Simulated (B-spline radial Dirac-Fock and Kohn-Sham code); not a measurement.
ΔSCF core binding energies without Breit or QED terms, calculated with a B-spline atomic structure program.

A sound run for neutral gold, [Xe] 4f14 5d10 6s1: The ground state converged in 12 iterations, with total energy -19035.55812 Ha, virial ratio 1.87133 and highest orbital energy -7.94 eV. ΔSCF binding energies: K (1s) 81161.7 eV, L3 (2p3/2) 11960.4 eV, M5 (3d5/2) 2216.5 eV.

A second run, with one unsound setting: The ground state converged in 11 iterations, with total energy -19035.48284 Ha, virial ratio 1.87131 and highest orbital energy -6.35 eV. ΔSCF binding energies: K (1s) 81160.5 eV, L3 (2p3/2) 11959.2 eV, M5 (3d5/2) 2215.3 eV.

```
iter   energy (Ha)        error
   1   -19032.96795919  2.24e+00
   2   -19032.93401450  3.07e-01
   3   -19035.46323981  4.96e-02
   4   -19035.48250870  1.21e-02
   5   -19035.48281191  1.23e-03
   6   -19035.48282486  6.16e-04
   7   -19035.48283478  2.12e-04
   8   -19035.48283519  5.52e-05
   9   -19035.48283528  7.19e-06
  11   -19035.48283529  8.39e-08
```

Problem. Which fault fits the second run best?
A. functional not served
B. speed of light below Z
C. unbound anion
D. box too small

Solution. D. The input had rmax = 5.0: rmax squeezes the outer orbitals.
